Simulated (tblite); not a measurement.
Compound: C₁₅H₁₀S₂.
Numbering: `[S:1]=[CH:2][c:3]1[cH:4][c:5](-[c:6]2[cH:7][cH:8][cH:9][s:10]2)[c:11]2[cH:12][cH:13][cH:14][cH:15][cH:16][c:17]1-2` (hydrogens: H18 on C2; H19 on C4; H20 on C7; H21 on C8; H22 on C9; H23 on C12; H24 on C13; H25 on C14; H26 on C15; H27 on C16)

Geometry (GFN2-xTB, Å), atoms numbered from 1 in this order:
```xyz
27
C15H10S2 angstrom
S     -3.1600   -3.5654   -0.2175
C     -1.5632   -3.1837   -0.2145
C     -0.9542   -1.9164   -0.1041
C      0.4462   -1.7517   -0.1337
C      0.7880   -0.4104   -0.0077
C      2.1487    0.0585    0.0237
C      3.2439   -0.5910   -0.4847
C      4.4588    0.0795   -0.2468
C      4.2932    1.2313    0.4519
S      2.6432    1.5249    0.8273
C     -0.4192    0.3386    0.0922
C     -0.5096    1.7185    0.1258
C     -1.6370    2.5191    0.2359
C     -2.9665    2.1388    0.3684
C     -3.5163    0.8675    0.3590
C     -2.8789   -0.3571    0.1891
C     -1.5310   -0.6218    0.0570
H     -0.8675   -4.0138   -0.3197
H      1.1460   -2.5634   -0.2216
H      3.1752   -1.5136   -1.0321
H      5.4156   -0.2815   -0.5796
H      5.0341    1.9365    0.7713
H      0.4299    2.2521    0.0547
H     -1.4516    3.5858    0.2350
H     -3.6722    2.9533    0.4830
H     -4.5914    0.8187    0.4766
H     -3.5241   -1.2270    0.1643
```

Computed values, GFN2-xTB/tblite, gas phase, harmonic and unscaled. This tight-binding method is rough: wavenumbers can miss measured ones by several per cent, in bad cases by 10 to 20. One conformer, not necessarily the lowest.

Harmonic wavenumbers (cm⁻¹): 33.9, 50.2, 51.4, 99.1, 123.5, 144.7, 158.8, 224.7, 246.0, 247.9, 288.5, 296.7, 340.6, 397.9, 412.0, 453.0, 481.8, 529.3, 543.4, 587.4, 601.2, 622.2, 629.8, 696.9, 714.6, 731.6, 733.4, 738.3, 790.8, 808.8, 823.1, 841.4, 843.6, 849.8, 851.2, 853.1, 921.8, 932.3, 937.5, 972.0, 1006.5, 1045.5, 1075.4, 1081.1, 1117.2, 1133.6, 1175.2, 1185.0, 1200.0, 1250.1, 1284.6, 1293.1, 1307.1, 1328.7, 1369.5, 1390.6, 1394.8, 1422.1, 1458.5, 1460.5, 1497.9, 1524.2, 1549.6, 1567.1, 1581.7, 2962.2, 3044.8, 3046.6, 3057.4, 3065.5, 3069.8, 3125.9, 3133.7, 3138.6, 3167.2.

A = 650.0, B = 255.7, C = 185.9 MHz; mass 254.022 u (most abundant isotopes); point group C1, symmetry number 1.

Zero-point energy?

½Σν̃ = 42558 cm⁻¹ = 121.68 kcal/mol.

What is S at 298.15 K and 1 bar for an ideal gas of classical rigid rotors and harmonic oscillators?

Translation 42.52, rotation 33.61, vibration 46.98: S = 123.1 cal/(mol K).

And Cp and H(298.15 K) − H(0)?

Cp = 58.48 cal/(mol K), of which vibrations give 50.53 (their classical limit is 75 R = 149.0); H(298.15 K) − H(0) = 9.72 kcal/mol without the zero-point energy, 7.35 from vibrations.

How do the functions run with temperature in this model?

```csv
T (K),S (cal/(mol K)),Cp (cal/(mol K)),H − H(0) (kcal/mol),G − H(0) (kcal/mol),ln q(vib)
150,93.1,32.3,3.02,-10.94,5.15
250,113.6,49.8,7.11,-21.29,9.25
400,142.7,75.3,16.55,-40.53,15.51
600,178.2,99.3,34.20,-72.70,23.86
900,222.8,120.0,67.42,-133.08,35.68
```

q(vib) and H(0) count from the zero-point level.

Blend soft modes into free rotors: weight 1/[1 + (100 cm⁻¹/ν̃)⁴] for the oscillator and the rest for a rotor with moment μB/(μ + B), μ = h/(8π²ν), B = 10⁻⁴⁴ kg m². What vibrational entropy results?

42.52 cal/(mol K) in place of 46.98, which changes −T·S at 298.15 K by +1.33 kcal/mol.

What must be added to the electronic energy to get the Gibbs energy at 298.15 K and 1 bar?

ZPE + [H(298.15 K) − H(0)] − T·S = 121.68 + 9.72 − 36.71 = 94.69 kcal/mol.

Which modes carry the vibrational entropy at 298.15 K?

33.9 cm⁻¹: 5.59; 50.2 cm⁻¹: 4.81; 51.4 cm⁻¹: 4.76; 99.1 cm⁻¹: 3.47; 123.5 cm⁻¹: 3.04; 144.7 cm⁻¹: 2.74 cal/(mol K); the other 69 give 22.56 together.

Hindered rotation and anharmonicity are outside this model. Other conformers, if any are populated, would add a mixing term that is left out. The structure is chiral; the term R ln 2 for an equal mix with its mirror image is left out.

The run took 4.3 s wall, 17 s CPU on an AMD EPYC 7R43 with 4 threads, on a shared host. This covers the Hessian and the dipole derivatives.
